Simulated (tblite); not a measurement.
C4H5N2O (doublet state).
Bonds: O1–C2, C2–C3, C3–C4 (aromatic), C4–N5 (aromatic), N5–N6 (aromatic), N6–C7 (aromatic), C3–C7 (aromatic). Hydrogens: H8 on O1; H9, H10 on C2; H11 on N5; H12 on C7.

Computed geometry: GFN2-xTB, gas phase. This method treats the open shell by occupation alone, without spin polarisation.

Problem. List the bond lengths, angles and torsions at this level.

Solution. 
```csv
bond,length (Å),order
O1–C2,1.414,single
C2–C3,1.492,single
C3–C4,1.379,aromatic
C4–N5,1.332,aromatic
N5–N6,1.337,aromatic
N6–C7,1.325,aromatic
C3–C7,1.407,aromatic
O1–H8,0.964,single
"C2–H9, C2–H10",1.097,single
N5–H11,1.007,single
C7–H12,1.071,single
```

Bonds in one row agree within 0.01 Å and their mean is given. Orders are formal, as drawn. A selection of angles:
```csv
angle,degrees
C2–O1–H8,108.8
O1–C2–C3,112.7
O1–C2–H9,110.5
O1–C2–H10,105.1
C3–C2–H9,109.4
H9–C2–H10,108.8
C2–C3–C4,129.0
C2–C3–C7,128.7
C4–C3–C7,102.2
C3–C4–N5,109.7
C4–N5–N6,110.3
C4–N5–H11,129.1
N6–N5–H11,120.6
N5–N6–C7,106.2
N6–C7–H12,120.5
C3–C7–N6,111.6
C3–C7–H12,127.8
```

Dihedral angles: O1–C2–C3–C4 108° (anticlinal); H8–O1–C2–C3 -57° (synclinal). The mirror-image conformer, all signs reversed, is as good.

C7 (carbon bonded to C, N and H) is planar (angles 127.8°, 120.5° and 111.6°, sum 360.0°, 0.00 Å off the plane of its three neighbours). The 5-membered ring C3–C4–N5–N6–C7 has internal angles of 102.2° to 111.6° (sum 540°, against 540° for a flat polygon); it is planar, 0.00 Å rms from its mean plane, widest ring torsion 1°. The C–C distances run from 1.379 Å (C3–C4, aromatic) to 1.492 Å (C2–C3, drawn single), a spread of 0.113 Å. C3 (carbon bonded to 3 C) is planar (angles 129.0°, 128.7° and 102.2°, sum 359.9°, 0.02 Å off the plane of its three neighbours). O1 (oxygen bonded to C and H) is bent (angle 108.8°). N5 (nitrogen bonded to C, N and H) is planar (angles 129.1°, 120.6° and 110.3°, sum 360.0°, 0.00 Å off the plane of its three neighbours).

Point group: C1 (no symmetry element, even within 0.4 Å). Its lowest GFN2-xTB frequency is 11 cm⁻¹, too small to tell a flat minimum from a shallow saddle. Torsions: H–O1–C2–C3 -57°, O1–C2–C3–C4 108°.

The run took 0.15 s wall on an Arm Neoverse V1 with one thread (shared host). These figures are those of the optimisation.
